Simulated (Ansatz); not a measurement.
`[OH][SnH2][Br]`. Charge 0, multiplicity 1. Sn takes the def2 core potential. The structure was optimised at the PBE0-D4/def2-TZVP level. It is one conformer, not always the lowest.

```xyz
6

O     0.661   -0.389    1.354
Sn   -0.288   -0.224   -0.345
Br   -0.758    2.187   -0.687
H     1.421    0.193    1.427
H     0.709   -0.710   -1.636
H    -1.745   -1.057   -0.114
```

What is the dipole moment at r2SCAN/def2-TZVPP? (Estimate.)

Computed: 1.72 D, with components (0.69, -1.27, -0.92) D in this frame, pointing from negative to positive charge.

And with PBE, B3LYP, ωB97M-V? (Best estimate.)

The calculation gave: PBE 1.62 D, B3LYP 1.71 D, ωB97M-V 1.77 D.

Give the Mulliken charges with r2SCAN, B3LYP, ωB97M-V in def2-TZVPP. (Best estimate.)

Computed: 
| atom | r2SCAN | B3LYP | ωB97M-V |
| --- | --- | --- | --- |
| O1 | -0.55 | -0.53 | -0.53 |
| Sn2 | 0.91 | 0.92 | 0.82 |
| Br3 | -0.36 | -0.36 | -0.33 |
| H4 | 0.20 | 0.18 | 0.17 |
| H5 | -0.10 | -0.11 | -0.07 |
| H6 | -0.09 | -0.10 | -0.06 |

B3LYP here is the variant with VWN-RPA as its local correlation; programs differ in this.
